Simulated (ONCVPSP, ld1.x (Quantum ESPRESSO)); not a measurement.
# Potentials for phosphorus compared

Generated with ld1.x 7.5 (TM, RRKJ, ultrasoft, PAW), atompaw 4.2 or ONCVPSP 4.0.1. The cutoff is in Ry: for ld1.x and atompaw files where the sum of valence levels is converged to 10 mRy in a Bessel basis, for ONCV files where the hardest occupied wave has 1 mHa per electron of residual kinetic energy. The error is the largest all-electron minus pseudo excitation energy over each file’s own four to seven test configurations (ionisations up to +4, promotions, holes and added fractions of an electron), all of which were solved. The labels leave out finer settings (local radius, basis sizes, second energies), which also bear on the numbers. Spin-polarised tests are not counted. The rows are a selection from randomly drawn settings: files with unsolved tests, undetermined cutoffs or missed reference levels are left out.

| potential | cutoff (Ry) | largest error (meV) | bound ghosts |
| --- | --- | --- | --- |
| PAW, LDA (PZ), scalar-relativistic, rc 1.65/1.80 (sp), local smoothed, core correction yes, reference 3s2 3p2.75 | 15 | -156 | none |
| ONCV, revPBE, scalar-relativistic, rc 1.50/1.50/1.40 (spd), local smoothed, core correction no, reference 3s2 3p1, qcut 5.6/6.1/6.6, projectors 2/1/2 | 22 | -3.6 | none |
| ONCV, PBE, non-relativistic, rc 0.95/1.00 (sp), local smoothed, core correction yes, reference 2s2 2p6 3s2 3p3, qcut 9.7/14.1, projectors 2/2 | 163 | +12 | none |
| ONCV, PBE, non-relativistic, rc 1.65/1.35/1.55 (spd), local smoothed, core correction yes, reference 3s2 3p2, qcut 3.6/6.5/7, projectors 2/2/1 | 59 | +158 | none |
| ONCV, LDA (Perdew-Wang 92), fully relativistic, rc 1.65/1.90/1.55 (spd), local d, core correction no, reference 3s1.75 3p3.25, qcut 4.2/5.1/6.3, projectors 2/3/0 | 26 | +23 | none |
| ONCV, PBE, fully relativistic, rc 1.05/1.05/1.10 (spd), local smoothed, core correction no, reference 2s2 2p6 3s2 3p2, qcut 13.1/12.7/7.8, projectors 2/2/2 | 139 | -705 | none |

Question: Fill in the row for P: ONCV, Wu-Cohen, scalar-relativistic, rc 1.55/1.35 (sp), local smoothed, core correction no, reference 3s2 3p1, qcut 3.9/5.5, projectors 2/1.

Answer: cutoff 48 Ry, largest error +27 meV, bound ghosts: none.

Question: Fill in the row for P: ONCV, PBE, scalar-relativistic, rc 0.95/0.85/0.90 (spd), local smoothed, core correction yes, reference 2s2 2p6 3s2 3p3, qcut 9.8/12.7/9.3, projectors 2/2/2.

Answer: cutoff 332 Ry, largest error +12 meV, bound ghosts: none.
